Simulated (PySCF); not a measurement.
Vertical excitations of a molecule C5H6F2 from TDA-PBE/def2-SVPD in PySCF 2.14.0, as energy in eV (oscillator strength): 5.66 (0.002), 5.81 (0.877), 6.04 (0.186), 6.26 (0.003), 6.83 (0.004), 6.99 (0.011), 7.03 (0.000), 7.07 (0.001), 7.12 (0.000), 7.58 (0.003). Lowest triplet (TDA): 3.04 eV. Geometry: r2SCAN-D4/def2-SVP. One conformer was computed; it need not be the lowest.

Question: Identify the compound among the candidates.
(A) C=C=C(C)C(F)F
(B) C=C(F)/C=C(\C)F
(C) CC1=CC(F)(F)C1
(D) FC1=CCC[C@@H]1F

Answer: B, C=C(F)/C=C(\C)F
